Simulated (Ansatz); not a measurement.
Program: Ansatz 0.2.0.

Basis-set series for `[CH3][Y]([OH])[OH]`. The species carries charge 0 and has multiplicity 1. Y takes the def2 core potential. All single points use the PBE0-D4/def2-TZVP geometry. It is one conformer, not always the lowest.

```csv
functional,basis,functions,energy (Eh),HOMO (eV),LUMO (eV)
PBE0-D4,def2-TZVPP,219,-229.87469,-6.23,-1.49
PBE0-D4,def2-QZVPP,402,-229.88928,-6.26,-1.50
ωB97M-V,def2-TZVPP,219,-229.94990,-8.51,-0.30
ωB97M-V,def2-QZVPP,402,-229.96386,-8.53,-0.39
```

Task: Give the rows for def2-SVP. (Best estimate.)

Result: The calculation gave: 
| functional | basis | functions | energy (Eh) | HOMO (eV) | LUMO (eV) |
| --- | --- | --- | --- | --- | --- |
| PBE0-D4 | def2-SVP | 98 | -229.63154 | -6.05 | -1.40 |
| ωB97M-V | def2-SVP | 98 | -229.69839 | -8.31 | -0.15 |
